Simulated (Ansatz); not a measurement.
Basis-set extrapolation for `CS[Si]S` (PBE0-D4/def2-TZVP geometry, frozen core, Ansatz 0.2.0). Multiplicity 1, RHF reference.

```json
{"": "HF", "def2-TZVPP": "-1124.268279", "def2-QZVPP": "-1124.300999"}
{"": "MP2 correlation", "def2-TZVPP": "-0.631911", "def2-QZVPP": "-0.683467"}
{"": "CCSD(T) correlation", "def2-TZVPP": "-0.719200", "def2-QZVPP": "-0.767139"}
```

Energies in hartree. Use E(X) = E(∞) + A·exp(−7.88·√X) for Hartree–Fock and E(X) = E(∞) + B·X^(−2.97) for correlation, with X = 3 and 4.

What is the CCSD(T) energy at the basis-set limit?

HF limit: -1124.300999 + (-0.032720) × 0.13774 = -1124.30551. Correlation limit: -0.767139 + (-0.047939) × 0.74074 = -0.80265. Total: -1125.10816 hartree, 316.8 kJ/mol below CCSD(T)/def2-TZVPP.
